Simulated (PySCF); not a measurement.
Bi(Me)2 (C2H6Bi), SMILES [CH3][Bi][CH3], multiplicity 2. Coordinates come from a B3LYP-D3(BJ)/def2-SVP optimisation. The spin state was assumed, not searched. The isomer is the one that the SMILES or the coordinates give; other isomers of the formula were not compared. The def2 effective core potentials stand for the cores of Bi; spin–orbit coupling is left out.

Computed equilibrium geometry at B3LYP-D3(BJ)/def2-SVP (PySCF confirms it by a frequency run) as Cartesian coordinates in Å, and its point group:
point group C2v.
```xyz
9

Bi     0.0000     0.0000     0.3014
C      1.6520     0.0000    -1.3046
H      1.5427     0.8980    -1.9298
H      2.6389     0.0000    -0.8212
H      1.5427    -0.8980    -1.9298
C     -1.6520     0.0000    -1.3046
H     -1.5427     0.8980    -1.9298
H     -1.5427    -0.8980    -1.9298
H     -2.6389     0.0000    -0.8212
```
Charge 0, spin multiplicity 2.
